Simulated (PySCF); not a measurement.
## Calculated data, CH$_{8}$OSi$_{2}$, CH$_{2}$BClO, CH$_{4}$AlBO, CH$_{5}$OSi$_{2}$ and others

All values are calculated (PySCF 2.14.0). Calculation on a computer-drawn molecule: the log of a Hartree-Fock and frozen-core CCSD(T) single point meant for a local Hartree-Fock minimum, with one planted fault or none, to be diagnosed. Offsets are logged minus clean, where the clean run is the same molecule without the fault. The reference is restricted for singlets and unrestricted otherwise, and also for a bond in bohr or an excited solution. Adding or removing an electron swaps singlet and doublet. The excited solution moves the top pair (singlet) or top alpha electron (doublet) to the lowest empty orbital. Highest occupied and lowest empty are orbital energies over both spins, largest force is the largest gradient component, triples share is (T) over the correlation energy, the T1 limit is 0.02 restricted and 0.045 unrestricted, electrons count all cores, a negative frequency is imaginary (commonest isotopes), and the dipole is about the centre of nuclear charge.

Common to all runs: meant multiplicity 1; logged SCF converged yes; possible faults no fault, one electron removed, one electron added, multiplicity raised by two, geometry at a saddle point, SCF held on an excited solution, minimal basis STO-3G, one bond length entered in bohr, all coordinates scaled.

(1) CH$_{8}$OSi$_{2}$

Logged structure:
```xyz
12
CH8OSi2
O     -3.5096    -0.3604    -0.1608
C     -2.1260     0.0188    -0.1664
Si    -1.6506     0.7352     1.5290
Si    -1.0756    -1.3986    -0.8745
H     -3.6362    -1.0788     0.4423
H     -2.0564     0.8442    -0.8823
H     -0.2179     1.1157     1.5575
H     -1.8993    -0.2955     2.5684
H     -2.4830     1.9209     1.8302
H      1.6448    -0.7289    -0.8563
H     -1.2831    -2.6076    -0.0380
H     -1.5006    -1.7028    -2.2588
```

| Property | Result |
| --- | --- |
| meant charge | 0 |
| meant basis | cc-pV(D+d)Z |
| logged electrons | 50 |
| logged basis functions | 114 |
| logged spin squared | 0.8088 |
| logged highest occupied | -9.1902 eV |
| logged lowest empty | 1.5704 eV |
| logged largest force | 0.011713 hartree/bohr |
| logged T1 diagnostic | 0.042899 |
| logged D1 diagnostic | 0.22088 |
| logged triples share | 0.03085 |
| logged CC converged | yes |
| logged dipole magnitude | 0.6988 debye |
| logged SCF stable within its kind | yes |
| logged energy HF | -695.12469 hartree |
| logged energy CCSD(T) | -695.73392 hartree |
| planted fault | one bond length entered in bohr, row 9 of the drawn bonds |
| HF energy offset from clean run | 71.42 kcal/mol |
| CCSD(T) energy offset from clean run | 76.62 kcal/mol |

Drawn bonds:
```csv
atom,other atom,order
1,2,1
2,3,1
2,4,1
1,5,1
2,6,1
3,7,1
3,8,1
3,9,1
4,10,1
4,11,1
4,12,1
```

(2) CH$_{2}$BClO

Logged structure:
```xyz
6
CH2BClO
O     -1.1767     1.5899    -0.6064
C     -1.3018     1.4770    -2.0303
B     -1.0424     2.4003    -3.1269
Cl    -0.7571     3.4510    -4.5408
H     -0.8451     2.4894    -0.3602
H     -1.6821     0.4491    -2.3373
```

| Quantity | Value |
| --- | --- |
| meant charge | 0 |
| meant basis | cc-pV(D+d)Z |
| logged electrons | 38 |
| logged basis functions | 75 |
| logged spin squared | 0 |
| logged highest occupied | -8.2811 eV |
| logged lowest empty | 1.7348 eV |
| logged largest force | 0.039871 hartree/bohr |
| logged T1 diagnostic | 0.014865 |
| logged D1 diagnostic | 0.044919 |
| logged triples share | 0.031824 |
| logged CC converged | yes |
| logged dipole magnitude | 1.4471 debye |
| logged SCF stable within its kind | yes |
| logged energy HF | -598.02635 hartree |
| logged energy CCSD(T) | -598.6142 hartree |
| planted fault | all coordinates scaled, by +4.8 % |
| HF energy offset from clean run | 9.333 kcal/mol |
| CCSD(T) energy offset from clean run | 2.997 kcal/mol |

Drawn bonds:
```csv
atom,other atom,order
1,2,1
2,3,2
3,4,1
1,5,1
2,6,1
```

(3) CH$_{4}$AlBO

Logged structure:
```xyz
8
CH4AlBO
O     -1.9871    -1.5397    -1.3687
C     -1.2470    -1.2008    -0.2872
B     -0.2152    -1.9359     0.3405
Al     1.3197    -2.8416     1.4116
H     -2.6056    -0.8550    -1.5672
H     -1.4688    -0.2334     0.1678
H      1.9389    -2.0902     2.6579
H      2.3412    -5.5290     0.6048
```

| Property | Result |
| --- | --- |
| meant charge | 0 |
| meant basis | cc-pV(D+d)Z |
| logged electrons | 36 |
| logged basis functions | 85 |
| logged spin squared | 0.9301 |
| logged highest occupied | -7.8472 eV |
| logged lowest empty | 0.63432 eV |
| logged largest force | 0.0093536 hartree/bohr |
| logged T1 diagnostic | 0.061175 |
| logged D1 diagnostic | 0.24073 |
| logged triples share | 0.036117 |
| logged CC converged | yes |
| logged dipole magnitude | 2.3887 debye |
| logged SCF stable within its kind | yes |
| logged energy HF | -381.47471 hartree |
| logged energy CCSD(T) | -381.97634 hartree |
| planted fault | one bond length entered in bohr, row 7 of the drawn bonds |
| HF energy offset from clean run | 61.72 kcal/mol |
| CCSD(T) energy offset from clean run | 67.12 kcal/mol |

Drawn bonds:
```csv
atom,other atom,order
1,2,1
2,3,2
3,4,1
1,5,1
2,6,1
4,7,1
4,8,1
```

Notes: T1 above single-reference limit.

(4) CH$_{4}$AlBO

Logged structure:
```xyz
8
CH4AlBO
O     -1.9871    -1.5397    -1.3687
C     -1.2470    -1.2008    -0.2872
B     -0.2152    -1.9359     0.3405
Al     1.3197    -2.8416     1.4116
H     -2.6056    -0.8550    -1.5672
H     -1.4688    -0.2334     0.1678
H      1.9389    -2.0902     2.6579
H      1.8603    -4.2637     0.9847
```

| Item | Value |
| --- | --- |
| meant charge | 0 |
| meant basis | cc-pV(D+d)Z |
| logged electrons | 35 |
| logged basis functions | 85 |
| logged spin squared | 0.7575 |
| logged highest occupied | -15.994 eV |
| logged lowest empty | -5.8752 eV |
| logged largest force | 0.077414 hartree/bohr |
| logged T1 diagnostic | 0.023219 |
| logged D1 diagnostic | 0.11351 |
| logged triples share | 0.027522 |
| logged CC converged | yes |
| logged dipole magnitude | 3.7912 debye |
| logged SCF stable within its kind | yes |
| logged energy HF | -381.32406 hartree |
| logged energy CCSD(T) | -381.79912 hartree |
| planted fault | one electron removed |
| HF energy offset from clean run | 156.3 kcal/mol |
| CCSD(T) energy offset from clean run | 178.3 kcal/mol |

Drawn bonds:
```csv
atom,other atom,order
1,2,1
2,3,2
3,4,1
1,5,1
2,6,1
4,7,1
4,8,1
```

(5) CH$_{5}$OSi$_{2}$

Logged structure:
```xyz
9
CH5OSi2
O      1.8944    -0.0635    -0.9909
C      1.4563    -1.1216    -0.4448
Si    -0.2849    -1.7283    -0.1851
Si    -1.6481    -0.0597     0.1621
H      1.2261     0.5391    -1.3081
H      2.2823    -1.7700    -0.1520
H     -0.2759    -2.9741     0.5811
H     -3.0093    -0.2201     0.6771
H     -1.3141     1.2629    -0.3834
```

| Item | Value |
| --- | --- |
| meant charge | 1 |
| meant basis | cc-pV(D+d)Z |
| logged electrons | 46 |
| logged basis functions | 99 |
| logged spin squared | 2.0223 |
| logged highest occupied | -12.477 eV |
| logged lowest empty | -5.8029 eV |
| logged largest force | 0.048382 hartree/bohr |
| logged T1 diagnostic | 0.021998 |
| logged D1 diagnostic | 0.091343 |
| logged triples share | 0.030217 |
| logged CC converged | yes |
| logged dipole magnitude | 1.8142 debye |
| logged SCF stable within its kind | yes |
| logged energy HF | -693.15272 hartree |
| logged energy CCSD(T) | -693.68811 hartree |
| planted fault | multiplicity raised by two |
| HF energy offset from clean run | 14.1 kcal/mol |
| CCSD(T) energy offset from clean run | 32.56 kcal/mol |

Drawn bonds:
```csv
atom,other atom,order
1,2,1
2,3,2
3,4,1
1,5,1
2,6,1
3,7,1
4,8,1
4,9,1
```

(6) CH$_{6}$OSi$_{2}$

Logged structure:
```xyz
10
CH6OSi2
O     -1.3032    -0.1152    -1.5709
C     -0.7213     0.9879    -2.0993
Si     0.8999     1.5030    -1.8183
Si     2.3817     0.3330    -0.4369
H     -2.1959    -0.1900    -1.8697
H     -1.3571     1.5807    -2.7543
H      1.2777     2.7420    -2.5193
H      3.5765    -0.1017    -1.1979
H      1.6745    -0.8507     0.0965
H      2.8395     1.1868     0.6844
```

| Item | Value |
| --- | --- |
| meant charge | 0 |
| meant basis | cc-pV(D+d)Z |
| logged electrons | 47 |
| logged basis functions | 104 |
| logged spin squared | 0.7574 |
| logged highest occupied | -15.34 eV |
| logged lowest empty | -5.6027 eV |
| logged largest force | 0.071992 hartree/bohr |
| logged T1 diagnostic | 0.022856 |
| logged D1 diagnostic | 0.10864 |
| logged triples share | 0.028438 |
| logged CC converged | yes |
| logged dipole magnitude | 3.9628 debye |
| logged SCF stable within its kind | yes |
| logged energy HF | -693.78678 hartree |
| logged energy CCSD(T) | -694.34523 hartree |
| planted fault | one electron removed |
| HF energy offset from clean run | 146.4 kcal/mol |
| CCSD(T) energy offset from clean run | 171.1 kcal/mol |

Drawn bonds:
```csv
atom,other atom,order
1,2,1
2,3,2
3,4,1
1,5,1
2,6,1
3,7,1
4,8,1
4,9,1
4,10,1
```

(7) CH$_{5}$BOSi

Logged structure:
```xyz
9
CH5BOSi
O     -2.4125     1.6025     0.5584
C     -2.8733     0.4683     0.1188
B     -3.0259    -0.2696     1.3348
Si    -2.7161     1.1199     2.4819
H     -2.6504     2.2792     0.0990
H     -2.2436     0.0935    -0.5371
H     -3.7405     0.6009    -0.3311
H     -3.3050    -1.3105     1.3564
H     -1.3869     0.8404     2.6001
```

| Quantity | Value |
| --- | --- |
| meant charge | 0 |
| meant basis | cc-pV(D+d)Z |
| logged electrons | 38 |
| logged basis functions | 90 |
| logged spin squared | 0 |
| logged highest occupied | -7.5184 eV |
| logged lowest empty | 2.8021 eV |
| logged largest force | 0.12813 hartree/bohr |
| logged T1 diagnostic | 0.016987 |
| logged D1 diagnostic | 0.064735 |
| logged triples share | 0.026672 |
| logged CC converged | yes |
| logged dipole magnitude | 3.9572 debye |
| logged SCF stable within its kind | yes |
| logged energy HF | -429.0792 hartree |
| logged energy CCSD(T) | -429.62809 hartree |
| planted fault | all coordinates scaled, by -10.0 % |
| HF energy offset from clean run | 63.24 kcal/mol |
| CCSD(T) energy offset from clean run | 70.77 kcal/mol |

Drawn bonds:
```csv
atom,other atom,order
1,2,1
2,3,1
3,4,1
1,5,1
2,6,1
2,7,1
3,8,1
4,9,1
```

(8) C$_{2}$H$_{6}$OSi

Logged structure:
```xyz
10
C2H6OSi
O     -1.0699    -1.6556    -2.2472
C     -1.8387    -0.4993    -2.0450
C     -0.9982     0.5229    -1.3019
Si    -1.8411     2.1913    -0.9060
H     -1.5861    -2.2978    -2.7106
H     -2.1711    -0.0850    -3.0049
H     -2.7418    -0.7333    -1.4676
H     -0.6446     0.0895    -0.3560
H     -0.0827     0.7308    -1.8729
H     -0.6342     2.7904    -0.2101
```

| Property | Result |
| --- | --- |
| meant charge | 0 |
| meant basis | cc-pV(D+d)Z |
| logged electrons | 40 |
| logged basis functions | 95 |
| logged spin squared | 0 |
| logged highest occupied | -5.8305 eV |
| logged lowest empty | -2.0933 eV |
| logged largest force | 0.061553 hartree/bohr |
| logged dipole magnitude | 2.5621 debye |
| logged SCF stable within its kind | no |
| logged energy HF | -442.75144 hartree |
| planted fault | SCF held on an excited solution |
| HF energy offset from clean run | 132.5 kcal/mol |

Drawn bonds:
```csv
atom,other atom,order
1,2,1
2,3,1
3,4,1
1,5,1
2,6,1
2,7,1
3,8,1
3,9,1
4,10,1
```

Notes: coupled-cluster numbers left out as unreliable.

(9) CH$_{5}$BFO

Logged structure:
```xyz
9
CH5BFO
O      1.0214    -0.4939    -3.0791
C      0.4448     0.3270    -2.0441
B     -0.4920    -0.5337    -1.0109
F     -1.0054     0.4360    -0.0196
H      1.5470     0.0488    -3.6391
H      1.2595     0.8221    -1.4938
H     -0.1480     1.1244    -2.5178
H      0.1739    -1.4051    -0.4194
H     -1.4547    -1.0558    -1.6049
```

| Item | Value |
| --- | --- |
| meant charge | -1 |
| meant basis | aug-cc-pVDZ |
| logged electrons | 34 |
| logged basis functions | 137 |
| logged spin squared | 2.011 |
| logged highest occupied | 0.3796 eV |
| logged lowest empty | 1.2572 eV |
| logged largest force | 0.12399 hartree/bohr |
| logged T1 diagnostic | 0.028336 |
| logged D1 diagnostic | 0.15533 |
| logged triples share | 0.030823 |
| logged CC converged | yes |
| logged dipole magnitude | 9.7452 debye |
| logged SCF stable within its kind | yes |
| logged energy HF | -239.66868 hartree |
| logged energy CCSD(T) | -240.38673 hartree |
| planted fault | multiplicity raised by two |
| HF energy offset from clean run | 101.5 kcal/mol |
| CCSD(T) energy offset from clean run | 111.5 kcal/mol |

Drawn bonds:
```csv
atom,other atom,order
1,2,1
2,3,1
3,4,1
1,5,1
2,6,1
2,7,1
3,8,1
3,9,1
```

Notes: highest electron not bound in this basis.

(10) CH$_{5}$BFO

Structure as in entry 9.

| Item | Value |
| --- | --- |
| meant charge | -1 |
| meant basis | aug-cc-pVDZ |
| logged electrons | 34 |
| logged basis functions | 137 |
| logged spin squared | 0 |
| logged highest occupied | -5.1756 eV |
| logged lowest empty | 3.7163 eV |
| logged largest force | 4.075e-05 hartree/bohr |
| logged lowest frequency | 127.72 cm⁻¹ |
| logged T1 diagnostic | 0.013483 |
| logged D1 diagnostic | 0.032126 |
| logged triples share | 0.027811 |
| logged CC converged | yes |
| logged dipole magnitude | 4.8746 debye |
| logged SCF stable within its kind | yes |
| logged energy HF | -239.83039 hartree |
| logged energy CCSD(T) | -240.56435 hartree |
| planted fault | ? |

Drawn bonds:
```csv
atom,other atom,order
1,2,1
2,3,1
3,4,1
1,5,1
2,6,1
2,7,1
3,8,1
3,9,1
```

Q: Give the missing planted fault for CH$_{5}$BFO (entry 10).
A: no fault

Further results for CH$_{5}$BFO (entry 10):

| Quantity | Value |
| --- | --- |
| HF energy offset from clean run | 0 kcal/mol |
| CCSD(T) energy offset from clean run | 0 kcal/mol |
